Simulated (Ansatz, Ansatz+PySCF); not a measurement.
```xyz
2

B     0.0000    0.0000   -1.0623
B     0.0000    0.0000    1.0623
```

Basis set: 6-31G (spherical functions). Correlated methods keep 2 orbitals frozen. Correlation on ROHF uses semicanonical orbitals with singles. Charge 0, multiplicity 3.

Computed with Ansatz (development build ahead of 0.2.0); each method stands on the lowest determinant of its kind that the runs found.

Give the atomization energy at this shape (free ground-state atoms in the same class of orbitals less the molecule, no zero-point energy) of triplet B2 by PBE0 (unrestricted), full CI (lowest root of this spin), ROHF-MP2, UHF-MP2, UHF-CCSD(T), UHF-CCSD, UHF, ROHF.

```json
{"method": "PBE0 (unrestricted)", "atomization energy": "2.17 eV"}
{"method": "full CI (lowest root of this spin)", "atomization energy": "1.68 eV"}
{"method": "ROHF-MP2", "atomization energy": "1.33 eV"}
{"method": "UHF-MP2", "atomization energy": "1.20 eV"}
{"method": "UHF-CCSD(T)", "atomization energy": "1.61 eV"}
{"method": "UHF-CCSD", "atomization energy": "1.49 eV"}
{"method": "UHF", "atomization energy": "0.96 eV"}
{"method": "ROHF", "atomization energy": "0.75 eV"}
```

Caution: the shape is not the minimum. Caution for ROHF-MP2, UHF-MP2: another reference gives a lower total. Caution for ROHF-MP2, UHF-MP2, UHF-CCSD(T), UHF-CCSD, UHF, ROHF: the determinant may break the point group. Caution for UHF-MP2, UHF-CCSD(T), UHF-CCSD, UHF: the unrestricted determinant is spin contaminated.

This basis has no polarisation functions and is too small for such energies, which can lie far from measured ones in either direction.
